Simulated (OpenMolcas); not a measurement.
# Computed transition rates of B+

```json
{"Program": "OpenMolcas 26.06", "Method": "MS-CASPT2, IPEA 0.25 Eh, imaginary shift 0.1 Eh (closed shells correlated: 1s)", "Basis": "ANO-RCC-VQZP [5s4p3d2f1g]", "Scalar Hamiltonian": "DKH2, point nucleus", "Active space": "2 electrons in 8 orbitals (2s 2p 3s 3p)", "State averaging": "2S+1 = 3 even, 3 roots; 2S+1 = 1 even, 7 roots; 2S+1 = 3 odd, 3 roots; 2S+1 = 1 odd, 3 roots", "Spin-orbit coupling": "RASSI with atomic mean-field integrals over the reference wave functions, term energies averaged over their components"}
```

Rates come from the transition moments of the reference wave functions (E1 and E2 in the length form). At fixed line strength A goes as λ^-3 for E1 and M1 and as λ^-5 for E2, so a rate at the computed wavelength can be rescaled to the measured one. Measured vacuum wavelengths follow from level energies in NIST Handbook of Basic Atomic Spectroscopic Data. Branching counts decays inside the model space alone, at computed energies, and the table is only a selection of the E1 lines, drawn from those between levels with measured partners whose computed energy lies within a factor of 1.5 of the measured one.

```tsv
Upper	Lower	Type	λ computed (nm)	λ measured (nm)	A computed (s-1)	A rescaled (s-1)	Branching %
2p² ¹D₂	2s 2p ¹P°₁	E1	341.5	345.2	1.13e+08	1.09e+08	100.0
2s 2p ³P°₁	2s² ¹S₀(1)	E1	267.5	267.8	7.52e+00		100.0
2p² ³P₁	2s 2p ³P°₂	E1	161.9	162.4	4.13e+08	4.09e+08	41.6
2p² ³P₀	2s 2p ³P°₁	E1	161.9	162.4	9.92e+08	9.83e+08	100.0
2p² ³P₂	2s 2p ³P°₂	E1	161.9	162.4	7.44e+08	7.37e+08	75.0
2p² ³P₁	2s 2p ³P°₁	E1	161.9	162.4	2.48e+08	2.46e+08	25.0
2p² ³P₁	2s 2p ³P°₀	E1	161.9	162.4	3.31e+08	3.28e+08	33.4
2p² ³P₂	2s 2p ³P°₁	E1	161.8	162.4	2.48e+08	2.45e+08	25.0
2s 2p ¹P°₁	2s² ¹S₀(1)	E1	133.8	136.2	1.19e+09	1.13e+09	100.0
```

Spin-changing lines and M1 lines between different terms are not rescaled, since their strength hangs on the term gaps too.

The largest correction is for 2s 2p ¹P°₁ → 2s² ¹S₀(1) (E1): 1.19e+09 × (133.8 / 136.2)^3 = 1.13e+09 s-1, a factor of 0.95.

The computed rate and branching of 2s 2p ¹P°₁ → 2s² ¹S₀(1) give the upper level a radiative lifetime of 1.000 / 1.19e+09 s-1 = 8.40e-10 s, counting decays inside the model space alone. The rescaled rate gives about 8.9e-10 s.

No measured rate stands beside these. Rescaling mends the energy factor alone: line strengths can still be far off where a level mixes with configurations outside the active space, and weak or spin-changing lines hang on small mixing coefficients that depend on the term gaps too, so rescaling need not improve them.

Active for correlation alone: 3p 3s; no level in the range computed is led by a configuration that fills them, so any true level of that kind is missing. Measured partners are found by configuration, term and J. A level has none where our copy of the source lacks it or the pairing is in doubt (some pairs that miss far off the trend of their configuration count as doubtful). Levels of configurations outside the active space are missing.

A number in round brackets counts repeated terms of one configuration in the order of the reference energies. ° marks odd parity.
